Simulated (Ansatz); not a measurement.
ClFGeH₂S, SMILES `[F][GeH]([SH])[Cl]`, relaxed with RKS PBE0-D4/def2-TZVP in Ansatz from a PBE-D4/def2-SVP geometry. The force threshold is 0.005 eV/Å; the program also tests the step.

The species carries charge 0 and has multiplicity 1.

Start:

```xyz
6

F    -1.779    0.324   -0.620
Ge   -0.371    0.039    0.386
S     1.004   -1.398   -0.594
Cl    0.575    1.977    0.561
H    -0.862   -0.482    1.752
H     1.433   -0.460   -1.486
```

```json
{"step": "1", "energy (eV)": "-82613.2415", "largest force (eV/Å)": "0.660", "largest move (Å)": "0.000"}
{"step": "2", "energy (eV)": "-82613.2711", "largest force (eV/Å)": "0.247", "largest move (Å)": "0.037"}
{"step": "3", "energy (eV)": "-82613.2725", "largest force (eV/Å)": "0.114", "largest move (Å)": "0.034"}
{"step": "4", "energy (eV)": "-82613.2744", "largest force (eV/Å)": "0.052", "largest move (Å)": "0.028"}
{"step": "5", "energy (eV)": "-82613.2745", "largest force (eV/Å)": "0.025", "largest move (Å)": "0.004"}
{"step": "6", "energy (eV)": "-82613.2747", "largest force (eV/Å)": "0.018", "largest move (Å)": "0.012"}
{"step": "7", "energy (eV)": "-82613.2749", "largest force (eV/Å)": "0.003", "largest move (Å)": "0.025"}
{"step": "8", "energy (eV)": "-82613.2749", "largest force (eV/Å)": "0.013", "largest move (Å)": "0.021"}
{"step": "9", "energy (eV)": "-82613.2749", "largest force (eV/Å)": "0.004", "largest move (Å)": "0.001"}
```

End:

```xyz
6

F    -1.710    0.321   -0.637
Ge   -0.349    0.046    0.393
S     1.020   -1.370   -0.562
Cl    0.544    1.971    0.599
H    -0.864   -0.473    1.732
H     1.359   -0.496   -1.525
```

Run time 39 s (2 threads of a server CPU on a shared host); peak host memory 0.46 GiB.
